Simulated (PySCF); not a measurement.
Compound: C4H5N3O2Si.
Atom-mapped SMILES: `[O:1]=[CH:2][c:3]1[n:4][cH:5][n:6][n:7][c:8]1[O:9][SiH3:10]` (hydrogens: H11 on C2; H12 on C5; H13, H14, H15 on Si10)

Geometry (GFN2-xTB, Å), atoms numbered from 1 in this order:
```xyz
15
C4H5N3O2Si angstrom
O      0.4748    1.1137    2.6102
C     -0.6160    0.9922    2.1276
C     -0.9083    0.4275    0.7913
N     -2.1798    0.3763    0.4298
C     -2.4413   -0.1295   -0.7684
N     -1.5402   -0.5798   -1.6179
N     -0.2866   -0.5423   -1.2902
C      0.0856   -0.0528   -0.1059
O      1.3515   -0.0359    0.1799
Si     2.5539   -0.5867   -0.8377
H     -1.5414    1.2994    2.6482
H     -3.4754   -0.1772   -1.0751
H      3.6741   -0.2951    0.0428
H      2.5166    0.2023   -2.0628
H      2.3282   -2.0040   -1.0939
```

Method: TDDFT wB97X-D/def2-SVPD, vertical, gas phase, core orbitals frozen in the response (PySCF 2.14.0, density-fitted response routines).

Transition dipole moments from the ground state, in atomic units and in the frame of the coordinates above (overall signs are arbitrary), for the states with f of 0.002 or more among the lowest 7:

```json
{"state": "S4", "E (hartree)": "0.1679", "μx": "0.091", "μy": "-0.473", "μz": "-1.055"}
{"state": "S7", "E (hartree)": "0.2186", "μx": "-0.847", "μy": "0.191", "μz": "0.273"}
```

Question: Work out the oscillator strengths.

Answer: f = (2/3) ΔE |μ|² with ΔE in hartree (27.2114 eV).

| state | \|μ\|² (au) | \|μ\| (D) | f |
| --- | --- | --- | --- |
| S4 | 1.345 | 2.95 | 0.151 |
| S7 | 0.829 | 2.31 | 0.121 |

Question: Label these states by symmetry in Cs.

Answer: From a totally symmetric ground state, an allowed state transforms like the component of the dipole operator along its μ. Polarised in the mirror plane, so A′: S4 and S7.

Question: What angle do the transition dipoles of S4 and S7 make?

Answer: |cos θ| = |μa·μb| / (|μa| |μb|) = 0.43, so θ ≈ 64° (taken between 0 and 90°, since the signs are arbitrary).

Question: How is the summed strength of these states shared among x, y and z?

Answer: (2/3) Σ ΔE μα² gives 0.105 for x, 0.030 for y and 0.135 for z, 0.271 in all.

Question: What peak molar absorption coefficient would the strongest computed level give as a lone Gaussian band 0.5 eV wide at half height?

Answer: ε(max) = 2.175×10⁸ f / FWHM, with the width in cm⁻¹. S4: 2.175×10⁸ × 0.1505 / 4033 ≈ 8100 L mol⁻¹ cm⁻¹.

Hardware: Arm Neoverse N1, one thread, shared host with 64 logical CPUs at a one-minute load of 57. Cost: 2.4 min (with the writing of density and orbital grids), 1.1 GiB resident at most.

One conformer stands for the species.
